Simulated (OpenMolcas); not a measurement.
# 2s² 2p⁴ along the 8-electron sequence

```json
{
 "Program": "OpenMolcas",
 "Method": "RASSCF",
 "Basis": "ANO-RCC-VTZP",
 "Scalar Hamiltonian": "DKH2, point nucleus",
 "Spin-orbit coupling": "RASSI with atomic mean-field integrals over the reference wave functions, term energies averaged over their components"
}
```

Active space for each ion: 6 electrons in 9 orbitals (RAS2 2s 2p; RAS3 3d, at most 2 electrons).

Computed levels in cm-1 above ³P₂:

```json
{"Level": "³P₁", "O": "148", "F+": "322", "Ne2+": "597"}
{"Level": "³P₀", "O": "221", "F+": "477", "Ne2+": "881"}
{"Level": "¹D₂", "O": "17228", "F+": "22136", "Ne2+": "27230"}
{"Level": "¹S₀", "O": "36352", "F+": "46967", "Ne2+": "57869"}
{"Level": "weight of ³P in the lowest level (%)", "O": "100", "F+": "100", "Ne2+": "100"}
```

Measured, with the error of the calculation in %. Measured levels: O, F+ from NIST Handbook of Basic Atomic Spectroscopic Data; Ne2+ from Moore, Atomic Energy Levels, vol. I, NSRDS-NBS 35 (1971 reprint of NBS Circular 467, 1949).

```
Level             O            F+          Ne2+
  ³P₁    158 (-6.2)    341 (-5.7)    650 (-8.1)
  ³P₀    227 (-2.6)    490 (-2.6)    927 (-4.9)
  ¹D₂  15868 (+8.6)  20873 (+6.1)  25841 (+5.4)
  ¹S₀  33793 (+7.6)  44918 (+4.6)  55747 (+3.8)
```

The fine-structure level ³P₀ changes by a factor of 3.99 from O to Ne2+. Its fourth root runs 3.86, 4.67, 5.45, with steps per unit of Z of 0.82, 0.77; equal steps would mean a (Z - σ)^4 law with constant σ.

¹D₂ changes by a factor of 1.58 over the same range, with steps per unit of Z of +4910, +5090 cm-1.

Active for correlation alone: 3d; no level in the range computed is led by a configuration that fills it, so any true level of that kind is missing. Without dynamic correlation excited terms often stand tens of per cent too high (terms of higher spin than the ground term too low), and those without a measured partner can miss by more than the paired ones (holds for O; F+). Computed and measured levels are paired by configuration, term and J; levels that our copy of the source lacks, or whose pairing is in doubt (as where it misses far off the trend of its configuration), stay unpaired and out of the deviations. Levels of configurations outside the active space are missing.
